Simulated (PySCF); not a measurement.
C5H12N2O.
Bonds: C1–N2, N2–C3, N2–C4, C4–O5 (double), C4–N6, N6–C7, N6–C8. Hydrogens: H9, H10, H11 on C1; H12, H13, H14 on C3; H15, H16, H17 on C7; H18, H19, H20 on C8.

The same species was optimised twice, with GFN2-xTB and with PBE0-D3(BJ)/def2-SVP (PySCF), and the same property calculations (PySCF, gas phase) were run on both structures.

```
     coordinate  GFN2-xTB  PBE0-D3(BJ)/def2-SVP  change
      N2–C4 (Å)     1.380                 1.386  +0.006
      N6–C7 (Å)     1.447                 1.441  -0.006
      C1–N2 (Å)     1.447                 1.441  -0.006
      C4–N6 (Å)     1.379                 1.385  +0.006
      N6–C8 (Å)     1.446                 1.443  -0.003
      N2–C3 (Å)     1.446                 1.443  -0.003
      C4=O5 (Å)     1.216                 1.218  +0.002
   C7–N6–C8 (°)     113.8                 115.3    +1.5
   C1–N2–C3 (°)     113.8                 115.2    +1.4
   C4–N6–C7 (°)     116.5                 116.9    +0.4
   C1–N2–C4 (°)     116.5                 116.8    +0.3
   C4–N6–C8 (°)     122.3                 122.5    +0.2
   C3–N2–C4 (°)     122.2                 122.3    +0.1
   O5–C4–N6 (°)     122.3                 122.3     0.0
   N2–C4–N6 (°)     115.4                 115.4     0.0
C1–N2–C4–O5 (°)         7                    11      +4
N2–C4–N6–C7 (°)      -173                  -169      +4
```

Rotational constants: A = 3197, B = 1667, C = 1226 MHz (GFN2-xTB) against A = 3158, B = 1661, C = 1226 MHz (PBE0-D3(BJ)/def2-SVP). Point groups within 0.08 Å: C2 and C2. Atoms that the bonding makes alike are paired by their places after alignment.

On the GFN2-xTB structure: HOMO (eV) -6.62 [PBE0/pcSseg-1]; LUMO (eV) 1.28 [PBE0/pcSseg-1]; dipole (D) 3.44 [PBE0/pcSseg-1]; GIAO shielding of C1/C7 (mean) (ppm) 147.9 [PBE0/pcSseg-1]; GIAO shielding of N2/N6 (mean) (ppm) 182.6 [PBE0/pcSseg-1]; GIAO shielding of C3/C8 (mean) (ppm) 144.9 [PBE0/pcSseg-1]; GIAO shielding of C4 (ppm) 17.9 [PBE0/pcSseg-1]; GIAO shielding of O5 (ppm) -18.8 [PBE0/pcSseg-1].

What do these properties become on the PBE0-D3(BJ)/def2-SVP structure?

```json
{"property": "HOMO (eV)", "level": "PBE0/pcSseg-1", "on GFN2-xTB": "-6.62", "on PBE0-D3(BJ)/def2-SVP": "-6.60", "change": "+0.02"}
{"property": "LUMO (eV)", "level": "PBE0/pcSseg-1", "on GFN2-xTB": "1.28", "on PBE0-D3(BJ)/def2-SVP": "1.23", "change": "-0.05"}
{"property": "dipole (D)", "level": "PBE0/pcSseg-1", "on GFN2-xTB": "3.44", "on PBE0-D3(BJ)/def2-SVP": "3.46", "change": "+0.02"}
{"property": "energy, GFN2-xTB geometry as zero (kcal/mol)", "level": "PBE0/pcSseg-1", "on GFN2-xTB": "0.0", "on PBE0-D3(BJ)/def2-SVP": "-0.2", "change": "-0.2"}
{"property": "GIAO shielding of C1/C7 (mean) (ppm)", "level": "PBE0/pcSseg-1", "on GFN2-xTB": "147.9", "on PBE0-D3(BJ)/def2-SVP": "147.4", "change": "-0.5"}
{"property": "GIAO shielding of N2/N6 (mean) (ppm)", "level": "PBE0/pcSseg-1", "on GFN2-xTB": "182.6", "on PBE0-D3(BJ)/def2-SVP": "182.0", "change": "-0.6"}
{"property": "GIAO shielding of C3/C8 (mean) (ppm)", "level": "PBE0/pcSseg-1", "on GFN2-xTB": "144.9", "on PBE0-D3(BJ)/def2-SVP": "144.5", "change": "-0.4"}
{"property": "GIAO shielding of C4 (ppm)", "level": "PBE0/pcSseg-1", "on GFN2-xTB": "17.9", "on PBE0-D3(BJ)/def2-SVP": "17.5", "change": "-0.4"}
{"property": "GIAO shielding of O5 (ppm)", "level": "PBE0/pcSseg-1", "on GFN2-xTB": "-18.8", "on PBE0-D3(BJ)/def2-SVP": "-22.9", "change": "-4.1"}
```

The heavy atoms differ by 0.026 Å rms after alignment. Among bonds between heavy atoms C1–N2, N2–C4, C4–N6 and N6–C7 change most and about equally (-0.006 to +0.006 Å). Changes are differences of the printed values. Neither structure is proved a minimum here.

Shape of the structure used: `[CH3:1][N:2]([CH3:3])[C:4](=[O:5])[N:6]([CH3:7])[CH3:8]`: C1–N2–C4–O5 11°, N2–C4–N6–C7 -169°.
